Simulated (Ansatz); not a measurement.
**Ligand exchange: SiH2(CH3)Br + CH4O → SiH2(CH3)(OH) + CH3Br**

Species: SiH2(CH3)Br, singlet; CH4O (methanol) `CO`, singlet; SiH2(CH3)(OH), singlet; CH3Br `CBr`, singlet. The partners trade Br for OH: Si–Br and C–OH bonds give way to Si–OH and C–Br.

Shapes, held fixed at every level: PBE0-D4/def2-TZVP. Flexible molecules stand in one conformer, not always the lowest. Programs: Ansatz 0.2.0. The zero-point and thermal change to 298 K, harmonic and unscaled (PBE0-D4/def2-TZVP), is -4.0 kJ/mol.

```
                level                   kind  ΔH(298 K) (kJ/mol)  less CCSD(T)/def2-TZVPP
        HF/def2-TZVPP           Hartree–Fock               -34.8                     +4.5
  BHLYP-D4/def2-TZVPP          global hybrid               -34.8                     +4.5
   PBE0-D4/def2-TZVPP          global hybrid               -28.3                    +11.0
r2SCAN0-D4/def2-TZVPP          global hybrid               -32.9                     +6.4
         MP2/def2-SVP    perturbation theory               -18.8                    +20.5
     CCSD(T)/def2-SVP  coupled cluster or CI               -15.7                    +23.6
        CCSD/def2-SVP  coupled cluster or CI               -15.2                    +24.1
   CCSD(T)/def2-TZVPP  coupled cluster or CI               -39.3                      0.0
```

The highest level, CCSD(T)/def2-TZVPP, gives ΔH(298 K) = -39.3 kJ/mol; the levels span -39.3 to -15.2. The column of differences is taken from that level and isn't an error. No measured value is set beside it here. Relativity is left out for Br. Outer-core shells of Br are correlated in most correlated rows, in sets that cover them unevenly. CCSD(T)/def2-TZVPP lies outside the range of all other levels here, so it shouldn't be taken on trust.
